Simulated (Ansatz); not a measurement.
F₂H₂NOSi, SMILES `N[Si]([O])(F)F` radical. The species carries charge 0 and has multiplicity 2. The structure was optimised at the PBE0-D4/def2-TZVP level. It is one conformer, not always the lowest.

```xyz
7

N    -1.017   -0.108    0.118
Si    0.652    0.173   -0.014
O     1.142   -1.108   -0.865
F     1.303    0.268    1.418
F     0.915    1.551   -0.731
H    -1.371   -0.813    0.746
H    -1.626    0.038   -0.672
```

(1) What is the dipole moment at B3LYP/def2-TZVPP? (Estimate.)

(2) And with PBE, r2SCAN, ωB97M-V? (An estimate is asked.)

(3) Give the Mulliken charges with B3LYP, r2SCAN, ωB97M-V in def2-TZVPP. (Estimate.)

Answers

(1) The calculation gave: 3.26 D, with components (-3.22, -0.26, 0.42) D in this frame, pointing from negative to positive charge.

(2) Ansatz gave: PBE 3.71 D, r2SCAN 3.38 D, ωB97M-V 2.72 D.

(3) Ansatz gave: 
| atom | B3LYP | r2SCAN | ωB97M-V |
| --- | --- | --- | --- |
| N1 | -0.31 | -0.34 | -0.31 |
| Si2 | 0.92 | 0.92 | 0.90 |
| O3 | -0.35 | -0.35 | -0.30 |
| F4 | -0.30 | -0.30 | -0.29 |
| F5 | -0.30 | -0.30 | -0.29 |
| H6 | 0.17 | 0.18 | 0.14 |
| H7 | 0.17 | 0.18 | 0.14 |

B3LYP here is the variant with VWN-RPA as its local correlation; programs differ in this.
